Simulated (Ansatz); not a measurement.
Reaction (cleavage of the Si–Si bond): `N[SiH](O)[Si](N)(O)O` + HBr → `N[SiH](O)Br` + `N[SiH](O)O`

Isolated molecules relaxed with PBE0-D4/def2-TZVP in Ansatz; ΔE leaves out vibrations. CCSD(T)/CBS adds triple-zeta CCSD(T) − MP2 to the extrapolated MP2 energy (def2 sets, frozen cores). This one scheme is used for every species. For Br outer-core shells are correlated without core-valence functions, which leaves a few kJ/mol of doubt a bond. Scalar relativity is left out up to krypton. One conformer a species, not always the lowest.

`N[SiH](O)[Si](N)(O)O`:

```xyz
15

N    -1.535   -1.669   -0.607
Si   -0.419   -1.089    0.546
O     0.995   -1.954    0.753
Si    0.478    0.951   -0.171
N    -0.083    2.449    0.424
O     0.187    0.907   -1.794
O     2.067    0.935    0.255
H    -2.227   -2.374   -0.421
H    -1.396   -1.505   -1.591
H    -1.154   -1.121    1.845
H     0.938   -2.837    1.122
H     0.279    2.814    1.290
H    -1.017    2.771    0.237
H     0.478    1.672   -2.296
H     2.409    0.049    0.409
```

HBr:

```xyz
2

Br    0.065   -0.394    0.587
H    -0.065    0.394   -0.587
```

`N[SiH](O)Br`:

Z-matrix (Å, degrees):
```
Si
O 1 1.631
Br 1 2.227 2 112.6
N 1 1.699 2 111.4 3 117.0
H 1 1.475 2 103.7 3 -115.7
H 2 0.960 1 116.8 3 -66.7
H 4 1.006 1 121.0 2 -145.9
H 4 1.007 1 121.4 2 61.0
```

`N[SiH](O)O`:

Z-matrix (Å, degrees):
```
Si
O 1 1.639
O 1 1.639 2 116.1
N 1 1.714 2 107.1 3 -119.6
H 1 1.475 2 104.4 3 114.2
H 2 0.959 1 117.1 3 74.9
H 3 0.959 1 117.0 2 -75.2
H 4 1.008 1 119.6 2 171.6
H 4 1.008 1 119.6 2 -46.2
```

| species | HF/def2-QZVPP energy (Eh) |
| --- | --- |
| `N[SiH](O)[Si](N)(O)O` | -916.46309 |
| HBr | -2573.05135 |
| `N[SiH](O)Br` | -2993.27420 |
| `N[SiH](O)O` | -496.29605 |

(1) Work out ΔE.

Largest T1 diagnostic among the species: 0.012.

Answers

(1) ΔE = (-2993.27420) + (-496.29605) − (-916.46309) − (-2573.05135) = -0.05581 Eh = -1.52 eV. CCSD(T)/CBS gives -1.28 eV.

In def2-TZVPP, CCSD(T) changes the Hartree–Fock value by +0.27 eV (the triples alone add +0.03 eV) and MP2 by +0.16 eV. The D4 term adds +0.09 eV with B3LYP and +0.06 eV with PBE0; it sums over pairs of atoms, weighted by their polarisabilities, and B3LYP, whose exchange is more repulsive, gets the larger term. From PBE to PBE0 (25 % exact exchange), in def2-TZVPP and without D4, ΔE moves by −0.10 eV.

B3LYP here is the variant with VWN-RPA as its local correlation; programs differ in this.
